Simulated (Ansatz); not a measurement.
Harmonic frequencies (cm⁻¹) at PBE0-D4/def2-TZVP from Ansatz: 74, 95, 182, 304, 522, 683, 735, 804, 1154, 1181, 1211, 1479, 1495, 1497, 2182, 3035, 3105, 3138.

Each molecule was computed in one conformer, which needn't be the lowest.

Problem. Which molecule is it?
A. `[CH2][SiH](O)Cl`•
B. `CO[SiH]Cl`•
C. `C[Si](O)Cl`•
D. `C[Si](F)(F)[S]`•

Solution. B.
